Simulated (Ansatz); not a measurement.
SnMe4 (C4H12Sn), relaxed as a singlet with RKS B3LYP-D4/def2-SVP in Ansatz, starting from the GFN2-xTB geometry. Force threshold 0.02 eV/Å.

In the def2 sets Sn takes a core potential; there is no spin–orbit coupling.

Start:

```xyz
17

C    -0.781    1.925   -0.710
C     1.526    0.350    1.536
C     0.893   -1.091   -1.681
C    -1.638   -1.182    0.856
Sn    0.000    0.000    0.000
H    -1.483    1.772   -1.521
H     0.027    2.551   -1.069
H    -1.290    2.447    0.091
H     1.843   -0.589    1.974
H     1.132    0.981    2.324
H     2.392    0.839    1.105
H     1.394   -1.986   -1.330
H     1.620   -0.471   -2.193
H     0.130   -1.383   -2.393
H    -2.455   -1.265    0.149
H    -2.014   -0.716    1.760
H    -1.296   -2.181    1.103
```

(1) Estimate the energy that the relaxation releases and the steps that it takes.

(2) Does the start keep its bonding and symmetry?

(3) Predict the relaxed structure.

Results:

(1) 1.6 kcal/mol, in 6 steps; 15 s on 4 threads of Arm Neoverse V1 on a shared host. The force fell under the threshold at step 4, but the optimiser went on. No frequencies were taken in this run, so the end may be a saddle point.

(2) By distances, no bond broke or formed. The bond that changes most is C4–Sn5, from 2.19 to 2.18 Å (atoms count from 1). Point group T at the start, Td at the end, both within 0.05 Å; within 0.015 Å the end is T.

(3) 
```csv
atom,x (Å),y (Å),z (Å)
C1,-0.7748,1.9077,-0.7031
C2,1.5162,0.3487,1.5211
C3,0.8819,-1.0838,-1.6680
C4,-1.6236,-1.1725,0.8502
Sn5,0.0001,0.0000,-0.0001
H6,-1.5350,1.7470,-1.4826
H7,0.0391,2.5167,-1.1250
H8,-1.2350,2.4624,0.1287
H9,1.9052,-0.6092,1.8990
H10,1.0880,0.9123,2.3642
H11,2.3526,0.9269,1.0995
H12,1.2960,-2.0436,-1.3227
H13,1.6928,-0.4929,-2.1210
H14,0.1205,-1.2849,-2.4372
H15,-2.4075,-1.3407,0.0960
H16,-2.0676,-0.6448,1.7082
H17,-1.2489,-2.1493,1.1929
```
Bond lengths: 4 × C–Sn 2.18 Å; 12 × C–H 1.10 Å.
